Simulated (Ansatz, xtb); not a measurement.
Stretching the Pb1–H2 bond in ClHPb (SMILES [Cl][PbH]) (multiplicity 1 held, fragments rigid). Energies count from the point at 1.863 Å.
Geometry at that point (charge 0, multiplicity 1):
```tsv
atom	x (Å)	y (Å)	z (Å)
Pb	-0.2182	-0.2125	0.2936
H	-1.3777	-0.8869	-0.9989
Cl	1.1333	1.0773	-1.3574
```

R- and RO- levels are restricted; in cc, def2 and unpolarised 6-31G sets they are followed outwards from rest. U- levels take the lowest unrestricted solution at each point, which mixes spins at long bonds. Active spaces are followed from a long bond inwards. Left out are points that failed, MP2 points in a non-variational dive below the minimum, coupled-cluster points behind a sign of a changed root (a jump of the amplitudes, or a one-step jump against full CI or MRCI), small-basis points behind a change of solution, and semi-empirical points at long bonds. Curves can end on different states.

Correlated levels freeze the cores. Filled d and f shells under p-block atoms count as core.

Run with Ansatz (Gaussian basis) for Hartree–Fock, density functionals and correlated methods; xtb for the GFN methods. Values without a source in brackets are computed. In def2 rows elements past Kr take small-core potentials, without spin–orbit coupling. The GFN methods have no spin term and hold the electronic entropy of 300 K.

Energies in kJ/mol.

| R (Å) | GFN2-xTB | U-PBE/def2-TZVPP | R-r2SCAN/def2-TZVPP | U-r2SCAN/def2-TZVPP | FIC-MRCISD+Q on CASSCF(2,2)/def2-TZVPP |
|---|---|---|---|---|---|
| 1.490 | 94 | 106 | 100 | 100 | 107 |
| 1.676 | 15 | 21 | 18 | 18 | 20 |
| 1.863 | 0 | 0 | 0 | 0 | 0 |
| 2.049 | 13 | 10 | 14 | 14 | 13 |
| 2.235 | 38 | 36 | 42 | 42 | 40 |
| 2.515 | 90 | 84 | 95 | 95 | 91 |
| 2.794 | 146 | 133 | 148 | 147 | 139 |
| 3.260 | 228 | 200 | 223 | 198 | 198 |
| 3.725 | 288 | 231 | 278 | 224 | 229 |
| 4.284 | 328 | 245 | 322 | 239 | 243 |
| 5.029 | left out | 248 | 355 | 246 | 247 |
| 5.961 | left out | 248 | 373 | 248 | 248 |

Doubts at one or more of the structures used: a spin-contaminated determinant (U-PBE/def2-TZVPP, U-r2SCAN/def2-TZVPP); a restricted determinant that unrestricted orbitals would lower (R-r2SCAN/def2-TZVPP).

Ansatz is a first-principles code.
